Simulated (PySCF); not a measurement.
This PySCF input asks for the NMR shieldings of SMILES C1[N@@H+](CC=C)[BH2-]CO1, C₅H₁₂BNO; the geometry comes from GFN2-xTB.

```python
import basis_set_exchange as bse
import numpy as np
from pyscf import gto, dft
from pyscf.prop import nmr

atoms = """
C     3.254559    0.018883   -0.223560
C     2.152847    0.237353    0.469591
C     0.948885   -0.656657    0.418439
N    -0.197780   -0.023872   -0.233934
B    -1.514870   -0.990114   -0.458236
C    -2.663104    0.183700   -0.420665
O    -1.955906    1.430868   -0.186939
C    -0.788278    1.132033    0.467978
H     4.103653    0.678073   -0.169419
H     3.355733   -0.838683   -0.868859
H     2.072506    1.101398    1.115560
H     1.178818   -1.570835   -0.133559
H     0.637558   -0.934878    1.429666
H     0.070607    0.283978   -1.166530
H    -1.560394   -1.731933    0.470906
H    -1.381535   -1.535088   -1.505613
H    -3.213612    0.332698   -1.349734
H    -3.399406    0.057289    0.381285
H    -0.143707    2.018958    0.447981
H    -0.961722    0.817509    1.512606
"""
names = dict.fromkeys(["C", "N", "B", "O", "H"], "pcSseg-1")
basis = {el: gto.basis.parse(bse.get_basis(n, elements=[el], fmt="nwchem")) for el, n in names.items()}
mol = gto.M(atom=atoms, basis=basis, charge=0, verbose=0)
mf = dft.RKS(mol, xc="PBE0")
mf.grids.level = 2
mf.grids.alignment = dft.numint.BLKSIZE   # the property module wants whole blocks of grid points
mf.conv_tol = 1e-9
mf.kernel()

calc = nmr.RKS(mf)   # GIAO
C = mf.mo_coeff
Co = C[:, mf.mo_occ > 0]
resp = mf.gen_response(singlet=True, hermi=2)
def vind(x):   # induced exchange potential for any number of trial vectors
    d = np.einsum("pi,xij,qj->xpq", C, 2 * x.reshape(-1, C.shape[1], Co.shape[1]), Co, optimize=True)
    return np.einsum("xpq,pi,qj->xij", resp(d - d.transpose(0, 2, 1)), C, Co, optimize=True).ravel()
mo1, _ = nmr.rhf.solve_mo1(calc, with_cphf=vind)
sigma = calc.kernel(mo1)
for i, s in enumerate(sigma):   # ppm
    print("%2d %-2s %9.2f" % (i, mol.atom_pure_symbol(i), np.trace(s) / 3))
```

Problem. What does it print?

Solution. 
```
 0 C      57.19
 1 C      45.09
 2 C     132.60
 3 N     174.39
 4 B     117.12
 5 C     119.75
 6 O     272.30
 7 C     100.83
 8 H      26.03
 9 H      25.94
10 H      25.47
11 H      28.03
12 H      28.46
13 H      28.95
14 H      29.75
15 H      29.34
16 H      27.84
17 H      27.92
18 H      26.79
19 H      27.79
```

These numbers come from an equivalent density-fitted implementation of the same equations, which agrees with the script to about 0.01 ppm for H and up to a few tenths of a ppm for heavy atoms, so last digits may differ.

Size and cost of the density-fitted run: 196 basis functions, 56 s wall time on 1 thread of an Arm Neoverse N1, shared host; peak memory 0.86 GiB.
